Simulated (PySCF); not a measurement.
# Nuclear quadrupole coupling in `C#C[Si](O)(O)O[SiH2]C#N`

Compound: C3H5NO3Si2.
SMILES with atom numbers: `[CH:1]#[C:2][Si:3]([OH:4])([OH:5])[O:6][SiH2:7][C:8]#[N:9]` (hydrogens: H10 on C1; H11 on O4; H12 on O5; H13, H14 on Si7)

Geometry (GFN2-xTB, Å), atoms numbered from 1 in this order:
```xyz
14
C3H5NO3Si2 angstrom
C     -2.004   -1.711   -1.184
C     -1.522   -0.664   -0.846
Si    -0.718    0.912   -0.295
O      0.114    1.641   -1.472
O     -1.790    1.977    0.299
O      0.352    0.515    0.867
Si     1.807   -0.065    1.251
C      2.026   -1.740    0.440
N      2.173   -2.769   -0.041
H     -2.430   -2.624   -1.487
H     -0.334    2.205   -2.095
H     -2.273    1.782    1.096
H      2.868    0.803    0.749
H      1.731   -0.262    2.696
```

Field gradients from the PBE0/pcSseg-1 density (PySCF, non-relativistic), principal values in atomic units, ordered |Vxx| ≤ |Vyy| ≤ |Vzz|:

| atom | Vxx | Vyy | Vzz |
| --- | --- | --- | --- |
| O4 | -0.3436 | -1.1426 | 1.4862 |
| O5 | -0.3662 | -1.1277 | 1.4939 |
| O6 | -0.4103 | -0.6321 | 1.0424 |
| N9 | 0.5552 | 0.6147 | -1.1699 |

**Question.** Find the asymmetry η = (Vxx − Vyy)/Vzz and the couplings χ = eQV/h (234.96 MHz × Q in barn × V in au), with Q(17O) = −0.0256 b, Q(14N) = 0.02044 b.

**Answer.** 
```tsv
atom	environment	nucleus	η	χzz (MHz)	χxx (MHz)	χyy (MHz)
O4	silanol oxygen	17O	0.54	-8.94	2.07	6.87
O5	silanol oxygen	17O	0.51	-8.99	2.20	6.78
O6	siloxane oxygen	17O	0.21	-6.27	2.47	3.80
N9	cyano nitrogen	14N	0.05	-5.62	2.67	2.95
```

**Question.** What is Vzz at N9 in SI units (1 au = 9.71736 × 10²¹ V/m²)?

**Answer.** -1.1699 au = -11.368 × 10²¹ V/m².

Were the hydrogens deuterons (Q(2H) = 0.00286 b), χzz would run from 106 kHz (H13 and H14) to 347 kHz (H12).

The structure is a single GFN2-xTB conformer in the gas phase; no vibrational or solvent corrections. GFN2-xTB bond lengths can be off by several hundredths of an ångström, more for odd bonds, and the gradients follow them. With so small a basis the couplings can be 20 % off.
